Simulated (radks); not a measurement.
The numbers below are computed, except where a source is named.
Q: Radial electron density D(r) = 4 pi r^2 rho(r) of an atom or ion with 7 electrons. Level of theory: non-relativistic Kohn-Sham, r2SCAN, spin-polarised, spherical densities, point nucleus; meta-GGA in the generalised Kohn-Sham scheme (a radial shooting solver on a logarithmic mesh with Libxc functionals).

```
   r/bohr * D(r) (the largest magnitude, 9.75, reaches the edge; | marks zero)
 0.006853 |*
 0.007543 | *
  0.00837 | *
 0.009287 | *
  0.01031 |  *
  0.01134 |  *
  0.01259 |   *
  0.01397 |    *
   0.0155 |     *
   0.0172 |      *
  0.01893 |       *
    0.021 |         *
   0.0233 |          *
  0.02586 |             *
  0.02846 |               *
  0.03158 |                 *
  0.03505 |                    *
  0.03889 |                       *
  0.04315 |                           *
   0.0475 |                              *
   0.0527 |                                  *
  0.05848 |                                      *
  0.06489 |                                         *
  0.07142 |                                             *
  0.07925 |                                                *
  0.08794 |                                                   *
  0.09758 |                                                     *
   0.1083 |                                                      *
   0.1192 |                                                      *
   0.1322 |                                                     *
   0.1467 |                                                   *
   0.1628 |                                                *
   0.1792 |                                            *
   0.1989 |                                       *
   0.2207 |                                  *
   0.2448 |                              *
   0.2717 |                          *
   0.2991 |                       *
   0.3318 |                     *
   0.3682 |                    *
   0.4086 |                     *
   0.4497 |                       *
    0.499 |                         *
   0.5537 |                           *
   0.6144 |                             *
   0.6817 |                              *
   0.7504 |                             *
   0.8327 |                            *
   0.9239 |                         *
    1.025 |                     *
    1.128 |                 *
    1.252 |             *
    1.389 |         *
    1.542 |      *
    1.711 |   *
    1.883 | *
    2.089 |*
    2.318 |*
    2.572 *
    2.832 *
    3.142 *
    3.486 *
```

What is the nuclear charge?

A: Z = 9. The innermost maximum, from 1s, lies near 1/Z = 0.111 bohr (found: 0.115), and its height grows with Z. The density is that of the fluorine ion F2+ in [He] 2s2 2p3; the configuration itself is not fixed sharply by these data. D(r) has 2 maxima, at r = 0.115, 0.687 bohr, and minima at 0.362 bohr, inside which lie 2.20 electrons.
